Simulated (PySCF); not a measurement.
ClCu, singlet, at a GFN2-xTB geometry (such geometries of metal compounds can be far from the true shape), with bond 1-2 at 1.8 times its length.

Input for PySCF:
```python
from pyscf import gto, scf, mcscf, mrpt
import numpy

mol = gto.M(
    atom='''
Cu    0.00000000    0.00000000   -2.39825668
Cl    0.00000000    0.00000000    1.29274059
''',
    basis='cc-pvdz',
    verbose=4,
)

mf = scf.RHF(mol)
mf.kernel()
mc = mcscf.CASSCF(mf, 3, 2)
mc.fix_spin_(ss=0.0)
mc.kernel()
occ = numpy.linalg.eigvalsh(mc.fcisolver.make_rdm1(mc.ci, mc.ncas, mc.nelecas))[::-1]
ss = mc.fcisolver.spin_square(mc.ci, mc.ncas, mc.nelecas)[0]
print('natural occupations', occ.round(4), ' <S^2>', round(ss, 4))
e2 = mrpt.NEVPT(mc).kernel()
print('E(NEVPT2) = %.10f' % (mc.e_tot + e2))
```

Task: What does this run give for the SCF-reference HOMO energy, number of basis functions, natural occupations of the active orbitals, SCF-reference Mulliken (on the basis functions themselves) charges in atom order?

Result: 
The SCF-reference HOMO energy is -8.00 eV, the number of basis functions is 61 and the natural occupations of the active orbitals comes out as 1.88, 0.11, 0.00. The SCF-reference Mulliken (on the basis functions themselves) charges in atom order comes out as Cu1 0.74, Cl2 -0.74.

Task: Roughly what does it cost on one core?

Result: around 15 core-seconds (rough).
